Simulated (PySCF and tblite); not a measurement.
The numbers below are computed, except where a source is named.
Stationary points of C₄H₈BNO at GFN2-xTB, in Å:

Structure A

```
 1 C    -3.485    0.124    0.508
 2 C    -2.294   -0.292    0.085
 3 C    -1.072    0.448    0.263
 4 C     0.115    0.010   -0.172
 5 O     1.249    0.711    0.002
 6 B     2.473    0.285   -0.432
 7 N     3.553    1.123   -0.175
 8 H    -4.378   -0.457    0.358
 9 H    -3.603    1.064    1.021
10 H    -2.203   -1.241   -0.428
11 H    -1.131    1.400    0.772
12 H     0.209   -0.943   -0.689
13 H     2.623   -0.737   -0.998
14 H     4.499    0.926   -0.442
15 H     3.442    1.999    0.306
```

Structure B

```
 1 C    -3.352    0.091    0.597
 2 C    -2.047   -0.167    0.588
 3 C    -1.096    0.527   -0.241
 4 C     0.215    0.261   -0.230
 5 O     1.084    0.904   -1.032
 6 B     2.442    0.874   -0.946
 7 N     3.157    0.247    0.077
 8 H    -4.036   -0.446    1.230
 9 H    -3.778    0.854   -0.034
10 H    -1.644   -0.938    1.233
11 H    -1.472    1.297   -0.899
12 H     0.615   -0.513    0.422
13 H     3.010    1.435   -1.802
14 H     4.159    0.248    0.118
15 H     2.737   -0.230    0.856
```

Structure C

```
 1 C    -3.437   -0.169    0.586
 2 C    -2.198   -0.604    0.370
 3 C    -1.103    0.239   -0.032
 4 C     0.133   -0.232   -0.240
 5 O     1.159    0.540   -0.611
 6 B     2.477    0.297   -0.881
 7 N     3.415    0.432    0.135
 8 H    -4.230   -0.832    0.886
 9 H    -3.698    0.870    0.469
10 H    -1.966   -1.654    0.495
11 H    -1.301    1.292   -0.168
12 H     0.352   -1.290   -0.108
13 H     2.834    0.067   -1.980
14 H     4.409    0.389   -0.004
15 H     3.157    0.654    1.083
```

Level: PBE0/pcSseg-1 + D3(BJ) on GFN2-xTB stationary points, with GFN2-xTB thermal terms.

Problem. Which structure is a saddle point, and along which motion?

Solution. C: one imaginary mode (204i cm⁻¹ at GFN2-xTB, mostly on O5, H13, N7), along the rotation about the B6–O5 bond (torsion N7–B6–O5–C4 from -180° to -6°, rising).

Problem. Give their symmetry and energies above the lowest.

Solution. A Cs, 0.0 kcal/mol; B C1, 2.7 kcal/mol; C C1, 8.4 kcal/mol.
